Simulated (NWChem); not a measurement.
System: GeHCl3; SMILES [Cl][GeH]([Cl])[Cl]

NWChem input:

```
start job
memory heap 200 mb stack 900 mb global 1100 mb
geometry units angstroms noautosym nocenter noautoz
  Ge     0.000000     0.000000     0.435165
  Cl    -0.489539     1.941094    -0.312842
  Cl     1.925806    -0.546594    -0.312842
  Cl    -1.436267    -1.394500    -0.312842
  H      0.000000     0.000000     1.961595
end
basis spherical
  * library def2-svpd
end
dft
  xc b3lyp
  iterations 150
end
property
  response 1 0.0
end
task dft property
```

Output (shortened):

```
             Northwest Computational Chemistry Package (NWChem) 7.3.0
             --------------------------------------------------------

                             Geometry "geometry" -> ""
                             -------------------------

 Output coordinates in angstroms (scale by  1.889725989 to convert to a.u.)

  No.       Tag          Charge          X              Y              Z
 ---- ---------------- ---------- -------------- -------------- --------------
    1 Ge                  32.0000     0.00000000     0.00000000     0.43516500
    2 Cl                  17.0000    -0.48953900     1.94109400    -0.31284200
    3 Cl                  17.0000     1.92580600    -0.54659400    -0.31284200
    4 Cl                  17.0000    -1.43626700    -1.39450000    -0.31284200
    5 H                    1.0000     0.00000000     0.00000000     1.96159500

 Effective nuclear repulsion energy (a.u.)     556.4354782254

                              NWChem Property Module
                              ----------------------

                                 NWChem DFT Module
                                 -----------------

 Summary of "ao basis" -> "ao basis" (spherical)
 ------------------------------------------------------------------------------
       Tag                 Description            Shells   Functions and Types
 ---------------- ------------------------------  ------  ---------------------
 Ge                        def2-svpd                14       38   6s4p4d
 Cl                        def2-svpd                11       27   5s4p2d
 H                         def2-svpd                 4        8   2s2p

            General Information
            -------------------
          SCF calculation type: DFT
          Wavefunction type:  closed shell.
          No. of atoms     :     5
          No. of electrons :    84
           Alpha electrons :    42
            Beta electrons :    42
          Charge           :     0
          Spin multiplicity:     1
          Use of symmetry is: off; symmetry adaption is: off
          Maximum number of iterations: 150
          AO basis - number of functions:   127
                     number of shells:    51
          Convergence on energy requested:  1.00D-06
          Convergence on density requested:  1.00D-05
          Convergence on gradient requested:  5.00D-04

              XC Information
              --------------
                         B3LYP Method XC Potential
                     Hartree-Fock (Exact) Exchange  0.200
                        Slater Exchange Functional  0.800 local
                    Becke 1988 Exchange Functional  0.720 non-local
              Lee-Yang-Parr Correlation Functional  0.810
                  VWN I RPA Correlation Functional  0.190 local

             Grid Information
             ----------------
          Grid used for XC integration:  medium
          Radial quadrature: Mura-Knowles
          Angular quadrature: Lebedev.
          Tag              B.-S. Rad. Rad. Pts. Rad. Cut. Ang. Pts.
          ---              ---------- --------- --------- ---------
          Ge                  1.25      112          11.0       590
          Cl                  1.00       88          13.0       590
          H                   0.35       45          11.0       434
          Grid pruning is: on
          Number of quadrature shells:   421
          Spatial weights used:  Erf1

      Superposition of Atomic Density Guess
      -------------------------------------

 Sum of atomic energies:       -3453.53170993

      Non-variational initial energy
      ------------------------------

 Total energy =   -3454.358402
 1-e energy   =   -5910.453348
 2-e energy   =    1899.659468
 HOMO         =      -0.398832
 LUMO         =      -0.000028

   convergence    iter        energy       DeltaE   RMS-Dens  Diis-err
 ---------------- ----- ----------------- --------- --------- ---------
 d= 0,ls=0.0,diis     1  -3457.6503204122 -4.01D+03  1.45D-02  7.28D-01
 d= 0,ls=0.0,diis     2  -3457.5948246022  5.55D-02  8.32D-03  9.70D-01
 d= 0,ls=0.0,diis     3  -3457.7345780843 -1.40D-01  1.18D-03  6.10D-02
 d= 0,ls=0.0,diis     4  -3457.7397762414 -5.20D-03  2.66D-04  4.16D-03
 d= 0,ls=0.0,diis     5  -3457.7401068151 -3.31D-04  5.83D-05  5.59D-05
  Resetting Diis
 d= 0,ls=0.0,diis     6  -3457.7401114282 -4.61D-06  1.32D-05  1.93D-06
 d= 0,ls=0.0,diis     7  -3457.7401116587 -2.31D-07  6.67D-06  1.66D-07

         Total DFT energy =    -3457.740111658736
      One electron energy =    -5908.592874035126
           Coulomb energy =     2058.698815067920
    Exchange-Corr. energy =     -164.281530916915
 Nuclear repulsion energy =      556.435478225384

 Numeric. integr. density =       83.999986946300

                       DFT Final Molecular Orbital Analysis
                       ------------------------------------

 Vector   40  Occ=2.000000D+00  E=-3.468795D-01
              MO Center=  6.2D-01,  9.1D-02, -2.6D-01, r^2= 4.8D+00
   Bfn.  Coefficient  Atom+Function         Bfn.  Coefficient  Atom+Function
  ----- ------------  ---------------      ----- ------------  ---------------
    79      0.354881  3 Cl pz                76      0.280866  3 Cl pz
    77      0.252318  3 Cl px                52     -0.243555  2 Cl pz
    74      0.203314  3 Cl px               104      0.201324  4 Cl px
    50      0.197308  2 Cl px                49     -0.192757  2 Cl pz
    73      0.160904  3 Cl pz               101      0.161454  4 Cl px

 Vector   41  Occ=2.000000D+00  E=-3.460755D-01
              MO Center=  4.8D-04, -3.8D-04,  5.0D-02, r^2= 5.0D+00
   Bfn.  Coefficient  Atom+Function         Bfn.  Coefficient  Atom+Function
  ----- ------------  ---------------      ----- ------------  ---------------
    52      0.325640  2 Cl pz                79      0.325855  3 Cl pz
   106      0.325722  4 Cl pz                49      0.255141  2 Cl pz
    76      0.255311  3 Cl pz               103      0.255206  4 Cl pz
   120     -0.243016  5 H  s                  5     -0.183861  1 Ge s
    46      0.146483  2 Cl pz                73      0.146581  3 Cl pz

 Vector   42  Occ=2.000000D+00  E=-3.374517D-01
              MO Center=  8.1D-05, -1.3D-05, -3.0D-01, r^2= 5.2D+00
   Bfn.  Coefficient  Atom+Function         Bfn.  Coefficient  Atom+Function
  ----- ------------  ---------------      ----- ------------  ---------------
    50      0.355791  2 Cl px                78     -0.353010  3 Cl py
    47      0.281827  2 Cl px                75     -0.279623  3 Cl py
   105      0.263253  4 Cl py               104     -0.255604  4 Cl px
   102      0.208525  4 Cl py               101     -0.202467  4 Cl px
    44      0.161084  2 Cl px                72     -0.159824  3 Cl py

 Vector   43  Occ=0.000000D+00  E=-7.640616D-02
              MO Center=  1.1D-06,  5.5D-06,  1.8D-01, r^2= 5.4D+00
   Bfn.  Coefficient  Atom+Function         Bfn.  Coefficient  Atom+Function
  ----- ------------  ---------------      ----- ------------  ---------------
     4      0.841459  1 Ge s                  5      0.814979  1 Ge s
     3     -0.424291  1 Ge s                  6     -0.402471  1 Ge s
    51      0.325698  2 Cl py                77      0.323132  3 Cl px
   121     -0.294954  5 H  s                104     -0.240989  4 Cl px
   105     -0.233982  4 Cl py                42     -0.232401  2 Cl s

 Vector   44  Occ=0.000000D+00  E=-2.016205D-02
              MO Center= -6.0D-02, -3.8D-02,  5.1D-01, r^2= 5.7D+00
   Bfn.  Coefficient  Atom+Function         Bfn.  Coefficient  Atom+Function
  ----- ------------  ---------------      ----- ------------  ---------------
    14      0.341458  1 Ge py                13      0.286765  1 Ge px
    17      0.279908  1 Ge py                97     -0.259360  4 Cl s
    16      0.235070  1 Ge px                96      0.199187  4 Cl s
    95      0.197756  4 Cl s                 35      0.188965  1 Ge d -1
   106      0.183148  4 Cl pz                78     -0.167503  3 Cl py

 Vector   45  Occ=0.000000D+00  E=-2.016149D-02
              MO Center=  6.0D-02,  3.8D-02,  5.1D-01, r^2= 5.7D+00
   Bfn.  Coefficient  Atom+Function         Bfn.  Coefficient  Atom+Function
  ----- ------------  ---------------      ----- ------------  ---------------
    13      0.341461  1 Ge px                14     -0.286767  1 Ge py
    16      0.279896  1 Ge px                70      0.237800  3 Cl s
    17     -0.235057  1 Ge py                43     -0.211373  2 Cl s
    37     -0.188967  1 Ge d  1              69     -0.182641  3 Cl s
    68     -0.181345  3 Cl s                 80      0.176788  3 Cl px

     Multipole analysis of the density
     ---------------------------------

     L   x y z        total         alpha         beta         nuclear
     -   - - -        -----         -----         ----         -------
     0   0 0 0     -0.000000    -42.000000    -42.000000     84.000000

     1   1 0 0     -0.000009     -0.000005     -0.000005      0.000000
     1   0 1 0      0.000010      0.000005      0.000005      0.000000
     1   0 0 1      0.595717      0.362173      0.362173     -0.128628

[...]

 DFT Linear Response polarizability / au
 Frequency  =       0.0000000 / au
              X              Y              Z
 -----------------------------------------------
 X      77.1659375     -0.0006927     -0.0000362
 Y      -0.0006927     77.1657918      0.0000329
 Z      -0.0000362      0.0000329     61.1416251
 -----------------------------------------------
 Eigenvalues =      77.1665612     77.1651681     61.1416251
 Isotropic   =      71.8244515
 Anisotropic =      16.0242396
 -----------------------------------------------

 Magnetic Dipole Response Matrix (nonzero elements):

 Exiting AOResponse driver routine
```

Level: B3LYP/def2-SVPD. The geometry was optimised at PBE0/def2-SVP.
